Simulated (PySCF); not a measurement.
**Electronic structure of O⁺ (oxygen, charge +1) at the PBE level**

Configuration: [He] 2s2 2p3, high-spin 4S determinant. Calculation: PySCF 2.14, in cc-pVTZ-DK; the spin-free X2C one-electron Hamiltonian (Gaussian nucleus).

```
Total energy                        : -74.5445 hartree
One-electron energy                 : -98.4868 hartree
Hartree (Coulomb) energy            : 31.9582 hartree
Exchange-correlation energy         : -8.0159 hartree
⟨S²⟩                                : 3.7517
⟨L²⟩                                : 0.000
Sum of ⟨r⟩                          : 5.851 bohr
Sum of ⟨r²⟩                         : 7.529 bohr²
Langevin diamagnetic susceptibility : -5.96 ×10⁻⁶ cm³/mol
Time after the integrals            : 0.06 s of wall time on 1 thread of Intel(R) Xeon(R) 6975P-C (shared host)
```

```json
{"shell": "1s α", "electrons": "1", "mean orbital energy (eV)": "-533.37", "rms radius, mean of both spins (bohr)": "0.232"}
{"shell": "1s β", "electrons": "1", "mean orbital energy (eV)": "-531.20", "rms radius, mean of both spins (bohr)": "0.232"}
{"shell": "2s α", "electrons": "1", "mean orbital energy (eV)": "-41.621", "rms radius, mean of both spins (bohr)": "1.20"}
{"shell": "2s β", "electrons": "1", "mean orbital energy (eV)": "-35.736", "rms radius, mean of both spins (bohr)": "1.20"}
{"shell": "2p α", "electrons": "3", "mean orbital energy (eV)": "-26.378", "rms radius, mean of both spins (bohr)": "1.23"}
```
